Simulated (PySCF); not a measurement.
Compound: C₃H₉O₂Si₂ (doublet state).
Structure used (GFN2-xTB), in Å, numbered top down from 1:
```xyz
16
C3H9O2Si2 angstrom
Si    -2.1019   -0.2868   -0.7752
C     -0.9393   -0.6363    0.6929
C      0.0885    0.4956    0.7568
C      1.3378    0.1161    1.4727
O      2.4019   -0.0137    0.6444
Si     2.0248    0.4861   -0.8870
O      0.4637    0.8459   -0.5615
H     -3.2734   -1.1563   -0.6067
H     -1.4512   -0.6017   -2.0441
H     -2.5286    1.1104   -0.7248
H     -0.4182   -1.5832    0.5432
H     -1.4699   -0.7010    1.6413
H     -0.3885    1.3799    1.2052
H      1.3462   -0.4949    2.3575
H      2.7435    1.7014   -1.2255
H      2.1570   -0.6525   -1.7825
```

The hyperfine couplings belong to this conformer and change with its torsions.

The species is `[CH]1[C@@H](O[SiH2]O1)C[SiH3]` [radical].

Method: UKS B3LYP, pcH-1 on C H O Si, non-relativistic, mean-field spin-orbit, GIAO in PySCF 2.14.0. Geometry: GFN2-xTB, one conformer, isolated molecule. The geometry wasn't refined by DFT: couplings that depend on bond lengths, twists or pyramidal angles can differ widely from those at the functional's own minimum. The SCF solution wasn't tested for stability.

Predict the first-order ENDOR lines of H13, H14, H16, H12, H15, H11 and H8/H9/H10 under fast tumbling at B = 1217.4 mT (Q band).

ν± = |νn ± a/2|, one line for each electron-spin manifold; νn = |g_N| × 7.62259 MHz/T × B.

```tsv
nuclei	isotope	g_N	νn (MHz)	a_iso (MHz)	lower line (MHz)	upper line (MHz)
H13	1H	5.5857	51.83	70.39	16.64	87.03
H14	1H	5.5857	51.83	-32.62	35.52	68.14
H16	1H	5.5857	51.83	4.44	49.61	54.05
H12	1H	5.5857	51.83	-3.00	50.33	53.34
H15	1H	5.5857	51.83	2.77	50.45	53.22
H11	1H	5.5857	51.83	-1.37	51.15	52.52
H8/H9/H10	1H	5.5857	51.83	0.73	51.47	52.20
```

Which pairs are centred on the nuclear Larmor frequency, and which on half the coupling?

Centred on νn, since |a| < 2νn: H13, H14, H16, H12, H15, H11 and H8/H9/H10. No pair has |a| > 2νn.

At what field would the lower line of H14 fall to zero frequency?

Where νn = |a|/2, that is B = 16.31 MHz/(5.5857 × 7.62259 MHz/T) = 383 mT, as far as first order holds there.

Class means assume fast exchange of nuclei equivalent by connectivity; if that motion is slow, each nucleus keeps its own coupling.

Largest spin populations (Mulliken): C4 (+0.90) and O5 (+0.11). C4 is the only atom above +0.15. The angles at C4 add up to 352.3°, so it is slightly pyramidal.

Hardware: one thread, Arm Neoverse V1 (aarch64), shared host with 32 logical CPUs at a one-minute load of 25. Cost: 1.9 min wall (grids of density and orbitals included), 1.0 GiB resident at most.
